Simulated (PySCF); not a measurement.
## ECD: SMILES N#C[C@H]1[SiH2]NC[C@@H]1F, C₄H₇FN₂Si

Molfile (atoms numbered from 1):
```
C4H7FN2Si
     RDKit          3D

 15 15  0  0  0  0  0  0  0  0999 V2000
    2.3515   -1.5378    1.1821 N   0  0  0  0  0  0  0  0  0  0  0  0
    1.4985   -1.3012    0.4557 C   0  0  0  0  0  0  0  0  0  0  0  0
    0.4193   -0.9870   -0.4206 C   0  0  1  0  0  0  0  0  0  0  0  0
   -1.2405   -0.8676    0.5499 Si  0  0  0  0  0  4  0  0  0  0  0  0
   -1.0354    0.8176    0.7405 N   0  0  0  0  0  0  0  0  0  0  0  0
    0.0837    1.4258    0.0534 C   0  0  0  0  0  0  0  0  0  0  0  0
    0.5784    0.4235   -0.9836 C   0  0  2  0  0  0  0  0  0  0  0  0
   -0.2106    0.5266   -2.1140 F   0  0  0  0  0  0  0  0  0  0  0  0
    0.4008   -1.7104   -1.2363 H   0  0  0  0  0  0  0  0  0  0  0  0
   -2.3468   -1.2667   -0.3216 H   0  0  0  0  0  0  0  0  0  0  0  0
   -1.1838   -1.6140    1.8026 H   0  0  0  0  0  0  0  0  0  0  0  0
   -1.6013    1.4468    1.2811 H   0  0  0  0  0  0  0  0  0  0  0  0
   -0.2198    2.3492   -0.4504 H   0  0  0  0  0  0  0  0  0  0  0  0
    0.9001    1.6568    0.7503 H   0  0  0  0  0  0  0  0  0  0  0  0
    1.6015    0.6464   -1.3110 H   0  0  0  0  0  0  0  0  0  0  0  0
  1  2  3  0
  2  3  1  0
  3  4  1  0
  4  5  1  0
  5  6  1  0
  6  7  1  0
  7  8  1  0
  7  3  1  0
  3  9  1  6
  4 10  1  0
  4 11  1  0
  5 12  1  0
  6 13  1  0
  6 14  1  0
  7 15  1  6
M  END
```

Level of theory: TDDFT CAM-B3LYP/def2-SVPD circular dichroism and optical rotation, one conformer, gas phase in PySCF. Geometry: GFN2-xTB.

The molecule is flexible and this is one conformer; a measurement averages over conformers.

(1) What are the CIP labels of the stereocentres?

(2) Which excitations and rotatory strengths does the calculation give?

Answers

(1) C3 R, C7 S.

(2) Rotatory strengths R in 10⁻⁴⁰ esu² cm², velocity form and length form (origin at the centre of mass); f in length form.
```csv
state,E (eV),λ (nm),f,R (velocity),R (length),main
1,5.92,209,0.004,-9.2,-9.0,HOMO→LUMO 0.96
2,6.50,191,0.003,-7.0,-7.0,HOMO→LUMO+1 0.78
3,7.25,171,0.0002,+0.5,+0.2,"HOMO→LUMO+2 0.47, HOMO→LUMO+3 0.23"
4,7.35,169,0.011,-4.2,-3.8,"HOMO−1→LUMO+3 0.34, HOMO→LUMO+3 0.19"
5,7.46,166,0.015,+3.9,+4.6,"HOMO→LUMO+3 0.21, HOMO→LUMO+2 0.18"
6,7.70,161,0.013,+10.0,+9.6,"HOMO→LUMO+4 0.50, HOMO→LUMO+3 0.24"
7,7.81,159,0.078,+42.1,+42.9,"HOMO−1→LUMO 0.44, HOMO−2→LUMO+3 0.12"
8,7.92,157,0.009,+11.3,+10.0,"HOMO→LUMO+5 0.40, HOMO→LUMO+6 0.25"
```

Among the states computed, the strongest CD band (largest |R|) is state 7. The largest dissymmetry factor in size, g = 4R/(D+G), with D and G the electric and magnetic dipole strengths, is -0.026 for state 2 (velocity form, f = 0.003), among bands with |R| over 0.5. The mirror image has the same energies and oscillator strengths and all R with the opposite sign.
